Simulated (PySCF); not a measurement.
C2H6O2Se, SMILES O(C)[Se]OC, singlet, CAM-B3LYP/def2-SVP optimised geometry.

```
11

Se    -1.20    -1.51     0.00
O     -1.61     0.22     0.00
C     -1.64     0.91     1.23
H     -0.63     1.25     1.53
H     -2.28     1.80     1.09
H     -2.06     0.29     2.04
O      0.59    -1.51     0.00
C      1.27    -1.39     1.23
H      0.77    -1.94     2.04
H      2.28    -1.80     1.09
H      1.36    -0.33     1.54
```

Density from PySCF with CAM-B3LYP/def2-TZVP at that geometry.

Minimum of the electron density along straight lines between bonded atoms, close to the bond critical point (lines longer than 1.1 times the sum of covalent radii, or with two minima, are not listed):

```json
[
 {"bond": "Se1–O2", "length / Å": "1.784", "ρ at the minimum / e bohr⁻³": "0.167", "∇²ρ there / e bohr⁻⁵": "0.23", "position (fraction from the first atom)": "0.47"},
 {"bond": "O2–C3", "length / Å": "1.413", "ρ at the minimum / e bohr⁻³": "0.261", "∇²ρ there / e bohr⁻⁵": "-0.59", "position (fraction from the first atom)": "0.64"},
 {"bond": "C3–H4", "length / Å": "1.103", "ρ at the minimum / e bohr⁻³": "0.279", "∇²ρ there / e bohr⁻⁵": "-0.97", "position (fraction from the first atom)": "0.65"},
 {"bond": "C3–H5", "length / Å": "1.100", "ρ at the minimum / e bohr⁻³": "0.281", "∇²ρ there / e bohr⁻⁵": "-0.99", "position (fraction from the first atom)": "0.65"},
 {"bond": "C3–H6", "length / Å": "1.103", "ρ at the minimum / e bohr⁻³": "0.278", "∇²ρ there / e bohr⁻⁵": "-0.97", "position (fraction from the first atom)": "0.65"},
 {"bond": "Se1–O7", "length / Å": "1.784", "ρ at the minimum / e bohr⁻³": "0.167", "∇²ρ there / e bohr⁻⁵": "0.23", "position (fraction from the first atom)": "0.47"},
 {"bond": "O7–C8", "length / Å": "1.413", "ρ at the minimum / e bohr⁻³": "0.261", "∇²ρ there / e bohr⁻⁵": "-0.59", "position (fraction from the first atom)": "0.64"},
 {"bond": "C8–H9", "length / Å": "1.103", "ρ at the minimum / e bohr⁻³": "0.278", "∇²ρ there / e bohr⁻⁵": "-0.97", "position (fraction from the first atom)": "0.65"},
 {"bond": "C8–H10", "length / Å": "1.100", "ρ at the minimum / e bohr⁻³": "0.281", "∇²ρ there / e bohr⁻⁵": "-0.99", "position (fraction from the first atom)": "0.65"},
 {"bond": "C8–H11", "length / Å": "1.103", "ρ at the minimum / e bohr⁻³": "0.279", "∇²ρ there / e bohr⁻⁵": "-0.97", "position (fraction from the first atom)": "0.65"}
]
```
